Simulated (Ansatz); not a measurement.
`C1[SiH2]SS1`, relaxed with RKS PBE0-D4/def2-TZVP in Ansatz 0.2.0 from a PBE-D4/def2-SVP geometry. The force threshold is 0.005 eV/Å; the program also tests the step.

The species carries charge 0 and has multiplicity 1.

Start:

```xyz
8

C    -0.031   -1.000   -0.071
Si    0.254    0.797    0.470
S    -1.217    1.453   -0.992
S    -0.601   -0.496   -1.765
H     0.866   -1.645   -0.143
H    -0.839   -1.527    0.478
H    -0.087    1.187    1.883
H     1.655    1.231    0.140
```

(1) How much energy does the relaxation release, and in how many steps? (An estimate is asked.)

(2) Which bonds change most? (An estimate is asked.)

(3) Give the relaxed structure. (An estimate is asked.)

## Answers

(1) The calculation gave: 6.84 kJ/mol, in 6 steps.

(2) Computed: S3–S4 from 2.185 to 2.118 Å; Si2–S3 from 2.176 to 2.141 Å; C1–S4 from 1.857 to 1.829 Å; C1–Si2 from 1.898 to 1.875 Å.

(3) Ansatz gave: 
```xyz
8

C    -0.032   -0.993   -0.065
Si    0.248    0.784    0.464
S    -1.199    1.418   -0.981
S    -0.581   -0.466   -1.728
H     0.852   -1.627   -0.138
H    -0.835   -1.512    0.461
H    -0.079    1.177    1.860
H     1.626    1.218    0.125
```
